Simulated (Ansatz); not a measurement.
`C[SiH](S)[SiH2]Cl` → `C[SiH2]Cl` + `[SiH]S`  (silylene formation by 1,1-elimination)

Calculated with Ansatz (gas phase, PBE0-D4/def2-TZVP geometries, no zero-point term in ΔE). CBS: MP2 limit from def2 TZ/QZ plus the TZ coupled-cluster correction, frozen cores. This one scheme is used for every species. DFT in def2-TZVPP. One conformer a species, not always the lowest.

```tsv
level	ΔE (kJ/mol)
r2SCAN-D4	174.1
PBE0	164.0
```

Q: What does CCSD(T)/CBS give? (Best estimate.)

A: Computed: +161.8 kJ/mol. The listed levels differ from it by 12.3, 2.2 kJ/mol.

Largest T1 diagnostic among the species: 0.016.

From PBE to PBE0 (25 % exact exchange), in def2-TZVPP and without D4, ΔE moves by +11.2 kJ/mol. The D4 term adds +22.6 kJ/mol with B3LYP and +12.9 kJ/mol with PBE0; it sums over pairs of atoms, weighted by their polarisabilities, and B3LYP, whose exchange is more repulsive, gets the larger term.

B3LYP here is the variant with VWN-RPA as its local correlation; programs differ in this.
